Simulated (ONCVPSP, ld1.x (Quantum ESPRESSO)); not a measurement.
# Potentials for Cl compared

Generated with ld1.x 7.5 (TM, RRKJ, ultrasoft, PAW), atompaw 4.2 or ONCVPSP 4.0.1. The cutoff is in Ry: for ld1.x and atompaw files where the sum of valence levels is converged to 10 mRy in a Bessel basis, for ONCV files where the hardest occupied wave has 1 mHa per electron of residual kinetic energy. The error is the largest all-electron minus pseudo excitation energy over each file’s own four to seven test configurations (ionisations up to +4, promotions, holes and added fractions of an electron), all of which were solved. The labels leave out finer settings (local radius, basis sizes, second energies), which also bear on the numbers. Spin-polarised tests are not counted. The rows are a selection from randomly drawn settings: files with unsolved tests, undetermined cutoffs or missed reference levels are left out.

A true bound ghost makes a file unfit for plane-wave use even where its test errors are small: the radial tests pick states by their node count and pass the ghost by.

```tsv
potential	cutoff (Ry)	largest error (meV)	bound ghosts
ONCV, PBEsol, scalar-relativistic, rc 1.25/1.35 (sp), local s, core correction yes, reference 3s2 3p5, qcut 6.1/6.2, projectors 0/2	32	+50	none
ONCV, PBE, scalar-relativistic, rc 1.40/1.55/1.30 (spd), local smoothed, core correction no, reference 3s2 3p5, qcut 4.4/5.8/8.7, projectors 2/2/2	93	+40	none
ONCV, PBE, scalar-relativistic, rc 1.20/1.55/1.70 (spd), local smoothed, core correction yes, reference 3s1.75 3p5.25, qcut 4.8/4.5/5.5, projectors 1/1/2	64	+23	none
ONCV, PBE, non-relativistic, rc 0.70/0.65/0.70 (spd), local smoothed, core correction yes, reference 2s2 2p6 3s2 3p4, qcut 18.1/26.7/11.6, projectors 2/2/1	460	+12	none
ONCV, LDA (Perdew-Wang 92), fully relativistic, rc 1.05/1.30/1.20 (spd), local smoothed, core correction no, reference 3s2 3p5, qcut 7.8/5/8.5, projectors 2/2/1	32	+88	s
ONCV, PBEsol, scalar-relativistic, rc 0.65/0.65 (sp), local smoothed, core correction no, reference 2s2 2p6 3s2 3p4.5, qcut 24.6/18.2, projectors 2/2	475	+2.5	none
```

Fill in the row for Cl: ONCV, LDA (Perdew-Zunger), non-relativistic, rc 0.65/0.70/0.75 (spd), local smoothed, core correction no, reference 2s2 2p6 3s1 3p6, qcut 22.5/19.9/14, projectors 2/2/2.

cutoff 316 Ry, largest error +17 meV, bound ghosts: none.

Fill in the row for Cl: ultrasoft, PBEsol, fully relativistic, rc 1.20/1.40 (sp), local smoothed, core correction yes, reference 3s2 3p4.

cutoff 30 Ry, largest error +35 meV, bound ghosts: none.
